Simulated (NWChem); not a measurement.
CH₅GeNOSi; SMILES N#C[O][GeH2][SiH3]

```xyz
10

N      0.8728    -2.7170    -0.0051
C     -0.0378    -1.9902     0.0009
O     -1.0274    -1.1901     0.0079
Ge    -0.7405     0.6550    -0.0017
Si     1.6269     0.9999     0.0018
H     -1.4872     1.1055    -1.2657
H     -1.4922     1.1171     1.2550
H      2.2085     0.4097     1.2383
H      2.2136     0.4065    -1.2307
H      1.8119     2.4828     0.0002
```
Atoms are numbered in this order, from 1.

Computed with NWChem. Medium grid unless said otherwise, to which SCAN and Minnesota functionals are sensitive. Geometry: optimised at PBE0/def2-SVP. Total energies of different functionals are on different scales.

```tsv
level	energy (Ha)	highest occupied level (eV)	orbital gap (eV)	dipole (D)
PBE/def2-TZVP	-2536.9841	-6.76	4.49	5.21
B3LYP/def2-TZVP	-2537.7163	-7.92	6.31	5.32
r2SCAN/def2-TZVP	-2537.5184	-7.06	5.00	5.33
PBE0/def2-TZVP	-2537.0655	-8.17	6.76	5.34
LDA (Slater exchange, VWN5)/def2-TZVP	-2531.9887	-6.97	4.44	5.32
```
